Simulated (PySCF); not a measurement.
1,1-difluoroethane (C2H4F2), SMILES CC(F)F.

Geometry: PBE0-D3(BJ)/def2-SVP.

Two levels are set side by side: TDDFT-PBE/def2-SVPD (PySCF) and TDDFT-M06-2X/def2-SVPD (PySCF). Vertical, same geometry. The lowest singlet is HOMO→LUMO 99 % with PBE and HOMO→LUMO 88 % with the other functional; states are paired by order. Differences are taken from unrounded values.

```csv
quantity,TDDFT-PBE
lowest singlet excitation (eV),8.16
lowest triplet excitation (TDA) (eV),7.93
first bright state (f over 0.05) (eV),8.91
its oscillator strength,0.08
```

### Question
These are the TDDFT-PBE values. What does TDDFT-M06-2X give? (An estimate is asked for; the answer gives what the named calculation found.)

### Answer

```csv
quantity,TDDFT-M06-2X,TDDFT-PBE minus TDDFT-M06-2X
lowest singlet excitation (eV),9.59,-1.43
lowest triplet excitation (TDA) (eV),9.41,-1.48
first bright state (f over 0.05) (eV),10.50,-1.59
its oscillator strength,0.12,-0.04
```

A lower first singlet is the usual sign of a functional without exact exchange. Differences between two approximate levels are no errors against the true value.

Rough cost on one machine, each run with all the roots and properties that it gave: TDDFT-M06-2X against TDDFT-PBE about 10 times.
